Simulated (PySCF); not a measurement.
# Spin-rotation constants: SMILES O(CN=C)C(F)(F)F, C3H4F3NO

Geometry:
```
atom   x (Å)   y (Å)   z (Å)
  C1   1.803   0.331   0.687
  N2   1.331  -0.796   0.412
  C3   0.232  -1.024  -0.428
  O4  -0.455   0.150  -0.958
  C5  -1.469   0.594  -0.250
  F6  -1.978   1.680  -0.821
  F7  -1.159   0.931   1.018
  F8  -2.474  -0.296  -0.132
  H9   2.658   0.365   1.343
 H10   1.416   1.281   0.317
 H11  -0.486  -1.658   0.104
 H12   0.582  -1.558  -1.317
```

Theory: GIAO PBE/pcSseg-1 magnetisability, rotational g tensor and spin-rotation constants, non-relativistic, gas phase (PySCF 2.14.0). Geometry: GFN2-xTB.

Q: Give the nuclear spin-rotation constants along the inertial axes (H = +C I·J) beside the isotropic shieldings.

A: Rotational constants 3.9733, 1.4694, 1.3469 GHz. A star marks the isotopologue with that one atom substituted, in its own axes.
| atom | isotope | Caa (kHz) | Cbb (kHz) | Ccc (kHz) | mean (kHz) | σ (ppm) |
| --- | --- | --- | --- | --- | --- | --- |
| N2 | 14N | 0.904 | 0.406 | 0.110 | 0.473 | -117.7 |
| F6 | 19F | 4.920 | 2.060 | 1.950 | 2.977 | 233.1 |
| F7 | 19F | 6.941 | 1.804 | 1.734 | 3.493 | 223.0 |
| F8 | 19F | 6.001 | 1.754 | 1.796 | 3.184 | 236.1 |
| H9 | 1H | 0.167 | -0.072 | -0.115 | -0.007 | 24.2 |
| H10 | 1H | -0.020 | -0.030 | -0.078 | -0.043 | 23.5 |
| H11 | 1H | -0.322 | -0.073 | 0.016 | -0.126 | 25.2 |
| H12 | 1H | -0.366 | -0.007 | -0.038 | -0.137 | 25.6 |
| C1 | 13C* | 1.690 | 0.562 | 0.318 | 0.857 | 30.9 |
| C3 | 13C* | 0.934 | 0.370 | 0.372 | 0.559 | 92.8 |
| O4 | 17O* | -0.643 | -0.246 | -0.209 | -0.366 | 199.3 |
| C5 | 13C* | 1.262 | 0.470 | 0.439 | 0.724 | 46.6 |

For the geometry as given, no vibrational averaging.

Q: How do the rotational constants and the g tensor change when H9, H10, H11, H12 are replaced by deuterium?

A: Constants 3.6305, 1.3956, 1.2575 GHz; g -0.0392, -0.0222, -0.0116, against -0.0427, -0.0234, -0.0123 before.
